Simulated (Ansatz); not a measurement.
Total energies of ClFH$_{3}$N$_{2}$Nb, SMILES `[NH]=[Nb]([NH2])([F])[Cl]`.

```xyz
8

N     0.622   -1.245    0.927
Nb    0.555   -0.017   -0.297
N    -1.169    0.827    0.032
F     1.954    1.219   -0.079
Cl    0.600   -0.982   -2.401
H     0.787   -1.979    1.600
H    -1.840    0.572    0.740
H    -1.508    1.604   -0.522
```

Charge 0, multiplicity 1. Correlated methods include outer-core shells of Nb, which these sets cover unevenly. Nb takes the def2 core potential. The structure was optimised at the PBE0-D4/def2-TZVP level. It is one conformer, not always the lowest. Basis def2-TZVPP, the Gaussian-basis code of Ansatz.

RPA on PBE orbitals: Hartree–Fock energy of these orbitals -726.16767 Eh, correlation -2.00165 Eh (frozen core).

```tsv
functional	energy without D4 (Eh)	D4 term (kJ/mol)
LDA (SPW92)	-725.54401	–
PBE	-728.28175	-19.9
revPBE	-728.56602	-50.6
B97M-V	-728.49710	–
B3LYP	-728.69659	-32.1
HSE06 (plane-wave form)	-728.25221	-16.1
BHLYP	-728.43382	-27.2
ωB97M-V	-728.47639	–
B2PLYP	-728.31628	–
PBE-QIDH	-728.10250	–
```

Q: Give the same for BLYP, r2SCAN, PBE0, r2SCANh, r2SCAN0, CAM-B3LYP, LC-ωPBE, ωB97X-V. (Estimate.)

A: Ansatz gave: 
```json
{"functional": "BLYP", "energy without D4 (Eh)": "-728.60782", "D4 term (kJ/mol)": "-42.0"}
{"functional": "r2SCAN", "energy without D4 (Eh)": "-728.56901", "D4 term (kJ/mol)": "-4.8"}
{"functional": "PBE0", "energy without D4 (Eh)": "-728.27003", "D4 term (kJ/mol)": "-17.0"}
{"functional": "r2SCANh", "energy without D4 (Eh)": "-728.53002", "D4 term (kJ/mol)": "-5.2"}
{"functional": "r2SCAN0", "energy without D4 (Eh)": "-728.47348", "D4 term (kJ/mol)": "-5.8"}
{"functional": "CAM-B3LYP", "energy without D4 (Eh)": "-728.55577", "D4 term (kJ/mol)": "-17.6"}
{"functional": "LC-ωPBE", "energy without D4 (Eh)": "-728.41180", "D4 term (kJ/mol)": "–"}
{"functional": "ωB97X-V", "energy without D4 (Eh)": "-728.47528", "D4 term (kJ/mol)": "–"}
```

B3LYP takes the VWN-RPA correlation (the form of Gaussian; ORCA's B3LYP/G). HSE06 is the plane-wave form, built on full-range PBE exchange. The double hybrids freeze the cores in their second-order part.

LC-ωPBE has ω = 0.4 bohr⁻¹.
